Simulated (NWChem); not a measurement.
Species: AlN2H5; SMILES [NH2][AlH][NH2]

```xyz
8

Al     0.0000     0.0000    -0.4780
H      0.0000     0.0000    -2.0624
N     -1.5438    -0.0001     0.3990
H     -2.4480     0.0030    -0.0588
H     -1.6712    -0.0035     1.4042
N      1.5438     0.0001     0.3990
H      1.6712     0.0035     1.4042
H      2.4480    -0.0030    -0.0588
```
Atoms are numbered in this order, from 1.

Program: NWChem. The geometry was optimised at PBE0/def2-SVP. B3LYP is NWChem's, with the RPA form of VWN correlation. Ions are spin-unrestricted doublets at the neutral geometry; other ion states weren't tried.

For level PBE/def2-SVP:

```yaml
vertical ionisation energy, ΔSCF (eV): 8.54
"−ε(HOMO) (eV)": 5.15
```

Problem. How do the values read with level B3LYP/def2-SVP instead?

Solution. The vertical ionisation energy, ΔSCF (eV) is 8.80 and the −ε(HOMO) (eV) comes out as 6.31.
